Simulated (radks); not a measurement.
Species: Au48+. Configuration: [Ar] 3d10 4s2 4p1. Method: non-relativistic Kohn-Sham, LDA (Slater exchange, Perdew-Wang correlation), spin-unpolarised, spherical densities, point nucleus; relativity is left out, which matters for an element this heavy; computed with a radial shooting solver on a logarithmic mesh with Libxc functionals.

Normalised radial functions P(r) = r R(r), r in bohr:

r,2p,3p,3d
0.0007179,0.0051,0.0026,0.0000
0.0008095,0.0065,0.0033,0.0000
0.0009127,0.0082,0.0042,0.0000
0.001029,0.0104,0.0053,0.0000
0.00116,0.0131,0.0067,0.0000
0.001308,0.0166,0.0085,0.0001
0.001475,0.0210,0.0108,0.0001
0.001663,0.0264,0.0136,0.0001
0.001875,0.0333,0.0171,0.0002
0.002114,0.0420,0.0216,0.0002
0.002384,0.0528,0.0271,0.0003
0.002688,0.0663,0.0341,0.0005
0.00303,0.0832,0.0427,0.0007
0.003417,0.1042,0.0535,0.0009
0.003852,0.1302,0.0668,0.0013
0.004309,0.1600,0.0821,0.0018
0.004858,0.1990,0.1021,0.0026
0.005477,0.2469,0.1266,0.0036
0.006176,0.3054,0.1565,0.0051
0.006963,0.3765,0.1927,0.0071
0.007851,0.4623,0.2364,0.0100
0.008852,0.5651,0.2887,0.0140
0.009981,0.6875,0.3506,0.0194
0.01125,0.8317,0.4232,0.0269
0.01269,1.0000,0.5074,0.0372
0.01431,1.1939,0.6037,0.0512
0.01613,1.4143,0.7118,0.0700
0.01819,1.6606,0.8306,0.0953
0.0205,1.9306,0.9579,0.1288
0.02312,2.2198,1.0896,0.1729
0.02607,2.5206,1.2197,0.2302
0.02939,2.8224,1.3397,0.3038
0.03314,3.1112,1.4386,0.3970
0.03736,3.3698,1.5027,0.5130
0.04212,3.5787,1.5164,0.6547
0.0475,3.7176,1.4632,0.8241
0.05355,3.7676,1.3273,1.0215
0.06038,3.7142,1.0962,1.2448
0.06808,3.5499,0.7642,1.4884
0.07676,3.2775,0.3350,1.7427
0.08654,2.9112,-0.1748,1.9934
0.09758,2.4762,-0.7344,2.2220
0.11,2.0068,-1.2994,2.4068
0.124,1.5407,-1.8158,2.5257
0.1399,1.1135,-2.2277,2.5589
0.1577,0.7521,-2.4865,2.4935
0.1778,0.4711,-2.5619,2.3271
0.1989,0.2821,-2.4630,2.0896
0.2242,0.1486,-2.1987,1.7685
0.2528,0.0705,-1.8192,1.4104
0.285,0.0297,-1.3887,1.0523
0.3214,0.0109,-0.9720,0.7286
0.3624,0.0035,-0.6186,0.4637
0.4086,0.0009,-0.3545,0.2684
0.4606,0.0002,-0.1808,0.1395
0.5194,0.0000,-0.0809,0.0642
0.5856,0.0000,-0.0313,0.0258
0.6603,0.0000,-0.0103,0.0089
0.7444,0.0000,-0.0028,0.0026
0.8394,0.0000,-0.0006,0.0006
0.9464,0.0000,-0.0001,0.0001
1.067,0.0000,0.0000,0.0000
1.203,0.0000,0.0000,0.0000

2p: eigenvalue -14202.1 eV, 0 radial nodes, <r> = 0.0681 bohr, 90 % of the charge inside 0.110 bohr. 3p: eigenvalue -4983.9 eV, 1 radial node at r = 0.0832 bohr, <r> = 0.190 bohr, 90 % of the charge inside 0.281 bohr. 3d: eigenvalue -4600.5 eV, 0 radial nodes, <r> = 0.165 bohr, 90 % of the charge inside 0.253 bohr.
